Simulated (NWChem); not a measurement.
# pentafluoroethane (C2HF5); SMILES FC(F)C(F)(F)F

```xyz
8

F      0.0364     1.4516    -1.0920
C     -0.4476     0.8476     0.0000
F      0.0364     1.4516     1.0920
C      0.0071    -0.6132     0.0000
F      1.3276    -0.7056     0.0000
F     -0.4672    -1.2270     1.0791
F     -0.4672    -1.2270    -1.0791
H     -1.5503     0.9025     0.0000
```
Atoms are numbered in this order, from 1.

Program: NWChem. Pople sets run with spherical d functions. Coordinates come from a PBE0/def2-SVP optimisation. Level MN15/6-31G*: energy and gradient on several grids; changes count from the extra-fine grid, which is no exact limit either.

```json
[
 {"grid": "xcoarse", "size of the energy change (μHa)": "60000", "largest change of a gradient component (μHa/bohr)": "500", "time, medium = 1 (rough)": "about 1"},
 {"grid": "coarse", "size of the energy change (μHa)": "2000", "largest change of a gradient component (μHa/bohr)": "200", "time, medium = 1 (rough)": "about 1"},
 {"grid": "medium", "size of the energy change (μHa)": "50", "largest change of a gradient component (μHa/bohr)": "40", "time, medium = 1 (rough)": "about 1"},
 {"grid": "fine", "size of the energy change (μHa)": "< 10", "largest change of a gradient component (μHa/bohr)": "< 30", "time, medium = 1 (rough)": "about 1"},
 {"grid": "xfine", "size of the energy change (μHa)": "< 10", "largest change of a gradient component (μHa/bohr)": "< 30", "time, medium = 1 (rough)": "3"}
]
```
